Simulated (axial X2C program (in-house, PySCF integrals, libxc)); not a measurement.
Outer orbitals of ZnSb⁺ at 2.617 Å, HF

All values were computed with an axial X2C code built on PySCF integrals. Spin-free means the one-electron spin-free X2C Hamiltonian; two-component (2c) means X2C with spin–orbit coupling and atomic mean-field two-electron Coulomb and Gaunt terms, so the difference of the two also holds small scalar two-electron terms. Basis: Sb dyall-v3z [11s12p8d1f], Zn dyall-v3z [9s10p6d3f2g] (cores contracted in-house); Gaussian nuclei, density fitting, unrestricted open shells. Masses: Sb 120.904 u, Zn 63.929 u.

The distance is close to the 2c PBE0 minimum; the highest filled and lowest empty levels are listed.

Spin-free orbitals, state M_S = 1, Λ = 0 (beyond evenly filled blocks: π+α, π-α) (Löwdin shares):

```
symmetry  occupied  ε (eV)              atomic character
      σα       yes  -28.45             96% Zn d, 3% Sb s
      σβ       yes  -28.33                      99% Zn d
     π-α       yes  -28.33                     100% Zn d
     π+α       yes  -28.33                     100% Zn d
     δ+β       yes  -28.31                     100% Zn d
     δ-β       yes  -28.31                     100% Zn d
     δ+α       yes  -28.29                     100% Zn d
     δ-α       yes  -28.29                     100% Zn d
     π-β       yes  -28.28                     100% Zn d
     π+β       yes  -28.28                     100% Zn d
      σα       yes  -25.38    78% Sb s, 9% Zn p, 7% Zn s
      σβ       yes  -20.57   76% Sb s, 14% Zn s, 8% Zn p
      σα       yes  -15.77   61% Sb p, 25% Zn s, 5% Sb s
      σβ       yes  -14.69  60% Zn s, 22% Sb p, 11% Sb s
     π+α       yes  -14.42             94% Sb p, 4% Zn p
     π-α       yes  -14.42             94% Sb p, 4% Zn p
      σβ        no   -5.64  46% Sb p, 40% Zn p, 11% Zn s
      σα        no   -5.58  53% Zn s, 25% Zn p, 15% Sb p
     π-β        no   -4.90            60% Sb p, 38% Zn p
     π+β        no   -4.90            60% Sb p, 38% Zn p
```

Spinors with spin–orbit coupling (state Ω = 1):

| ω | occupied | ε (eV) | atomic character | λ mixture |
| --- | --- | --- | --- | --- |
| 1/2 | yes | -28.60 | 98% Zn d | 61% σ, 39% π |
| 3/2 | yes | -28.55 | 100% Zn d | 79% δ, 21% π |
| -1/2 | yes | -28.55 | 100% Zn d | 60% π, 40% σ |
| -3/2 | yes | -28.52 | 100% Zn d | 81% δ, 19% π |
| 1/2 | yes | -28.19 | 98% Zn d | 61% π, 39% σ |
| -1/2 | yes | -28.16 | 99% Zn d | 60% σ, 40% π |
| 3/2 | yes | -28.15 | 100% Zn d | 79% π, 21% δ |
| -5/2 | yes | -28.14 | 100% Zn d | 100% δ |
| 5/2 | yes | -28.12 | 100% Zn d | 100% δ |
| -3/2 | yes | -28.11 | 100% Zn d | 81% π, 19% δ |
| 1/2 | yes | -25.36 | 78% Sb s, 9% Zn p, 7% Zn s | 100% σ |
| -1/2 | yes | -20.60 | 76% Sb s, 14% Zn s, 8% Zn p | 100% σ |
| 1/2 | yes | -15.76 | 62% Sb p, 25% Zn s, 5% Sb s | 100% σ |
| -1/2 | yes | -14.98 | 63% Sb p, 26% Zn s, 6% Sb s | 50% π, 50% σ |
| -1/2 | yes | -14.44 | 53% Sb p, 35% Zn s, 5% Zn p | 52% σ, 48% π |
| 3/2 | yes | -14.17 | 93% Sb p, 5% Zn p | 100% π |
| -1/2 | no | -5.61 | 46% Sb p, 40% Zn p, 11% Zn s | 98% σ, 2% π |
| 1/2 | no | -5.57 | 53% Zn s, 25% Zn p, 16% Sb p | 98% σ, 2% π |
| 1/2 | no | -5.00 | 62% Sb p, 36% Zn p | 98% π, 2% σ |
| -3/2 | no | -4.82 | 58% Sb p, 40% Zn p | 100% π |

**Question.** How does the gap between the highest filled and lowest empty level change from the spin-free to the 2c table?

**Answer.** From 8.78 to 8.56 eV at HF, a change of -0.22 eV.

Mulliken charges and populations of the two-component result (they depend on the basis, above all on diffuse functions):

Sb 0.34 e (s 9.96 p 20.66 d 20.04), Zn 0.66 e (s 7.19 p 12.14 d 10.01). ⟨Lz⟩ = 0.02 ħ and ⟨Sz⟩ = 0.98 ħ (1.20 and -0.22 on the two atoms), which add up to Ω.

The state is one determinant whose occupation by symmetry is held fixed; it was picked as the lowest of a PBE0 search that is not exhaustive. PBE0 can misorder states that lie within some tenths of an eV, so this need not be the ground state of the molecule. The nearest other spin-free determinant of the search, M_S = 0, Λ = 2, lies 0.85 eV up at the distance of the search. With several unpaired electrons one determinant need not be a pure state. Open-shell Ω = 0 determinants with evenly filled partner blocks cannot be reached by this program, so the Ω shown need not be the lowest component. This is the Ω = 1 component of a π² triplet; the 0⁺ component is not one determinant and can lie lowest. The determinant is spin-polarised beyond a pure state at some levels (its spin-free form has ⟨S²⟩ too high), which makes Re and μ there less reliable.
